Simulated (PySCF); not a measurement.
cyclopentanone (C₅H₈O), singlet, geometry from GFN2-xTB. Base run: PySCF with MN15/6-31G.

Geometry (Å):
```xyz
14

O      0.8754     1.8988    -0.3573
C      0.3796     0.8234    -0.1549
C      1.1282    -0.4806     0.0288
C      0.0603    -1.5679    -0.0475
C     -1.1916    -0.8860     0.5092
C     -1.1030     0.5353    -0.0391
H      1.9258    -0.5850    -0.7054
H      1.5913    -0.4529     1.0183
H      0.3303    -2.4609     0.5138
H     -0.1050    -1.8541    -1.0876
H     -1.1495    -0.8669     1.5996
H     -2.1074    -1.3939     0.2115
H     -1.5254     0.5958    -1.0452
H     -1.6040     1.2830     0.5740
```
All else is at PySCF's defaults.
Base energy -270.15503 Eh.

Variants of this job, named by their change:

```
change                               ΔE vs base (µEh)  grid points  electrons on the grid
-----------------------------------  ----------------  -----------  ---------------------
base                                              0.0       163136               45.99998
grids.level = 7                                  -3.0       920544               46.00000
small_rho_cutoff = 0                              0.0       163136               45.99998
grids.level = 1                                   409        50856               46.00004
grids.level = 5                                  -3.5       446192               46.00000
grids.level = 2                                  -0.8       110224               45.99997
grids.radi_method = gauss_chebyshev              -3.7       159000               45.99998
grids.radi_method = mura_knowles                  0.5       155360               45.99998
grids.atom_grid = (99, 590)                      -2.5       453544               46.00000
grids.prune = off                                 0.1       256704               45.99998
grids.atom_grid = (75, 302)                      -0.3       203376               45.99998
```
